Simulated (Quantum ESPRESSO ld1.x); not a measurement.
The fluorine ion F3+, configuration 1s1 2s2 2p3 (not the ground configuration). Calculated with ld1.x of Quantum ESPRESSO 7.5: Dirac Kohn-Sham, BLYP, spin-unpolarised, spherical densities, point nucleus; open shells fill j = l - 1/2 first.

Normalised radial functions P(r) = r R(r) (large component), r in bohr:

| r | 1s1/2 | 2s1/2 |
|---|---|---|
| 0.007497 | 0.3759 | 0.1048 |
| 0.009157 | 0.4521 | 0.1261 |
| 0.01118 | 0.5419 | 0.1511 |
| 0.01355 | 0.6425 | 0.1790 |
| 0.01655 | 0.7634 | 0.2125 |
| 0.02022 | 0.9017 | 0.2506 |
| 0.02469 | 1.0572 | 0.2932 |
| 0.02992 | 1.2214 | 0.3378 |
| 0.03654 | 1.4047 | 0.3867 |
| 0.04464 | 1.5943 | 0.4357 |
| 0.05452 | 1.7806 | 0.4813 |
| 0.06659 | 1.9503 | 0.5178 |
| 0.08068 | 2.0814 | 0.5376 |
| 0.09855 | 2.1654 | 0.5335 |
| 0.1204 | 2.1756 | 0.4936 |
| 0.147 | 2.0952 | 0.4073 |
| 0.1781 | 1.9258 | 0.2728 |
| 0.2176 | 1.6601 | 0.0759 |
| 0.2657 | 1.3281 | -0.1726 |
| 0.3246 | 0.9711 | -0.4539 |
| 0.3933 | 0.6497 | -0.7242 |
| 0.4804 | 0.3763 | -0.9635 |
| 0.5867 | 0.1862 | -1.1138 |
| 0.7166 | 0.0762 | -1.1417 |
| 0.8683 | 0.0260 | -1.0475 |
| 1.061 | 0.0065 | -0.8495 |
| 1.295 | 0.0012 | -0.6022 |
| 1.582 | 0.0001 | -0.3664 |
| 1.917 | 0.0000 | -0.1926 |
| 2.341 | 0.0000 | -0.0802 |
| 2.86 | 0.0000 | -0.0256 |

1s1/2: eigenvalue -815.64 eV, 0 radial nodes, <r> = 0.170 bohr, 90 % of the charge inside 0.304 bohr. 2s1/2: eigenvalue -98.121 eV, 1 radial node at r = 0.232 bohr, <r> = 0.830 bohr, 90 % of the charge inside 1.30 bohr.
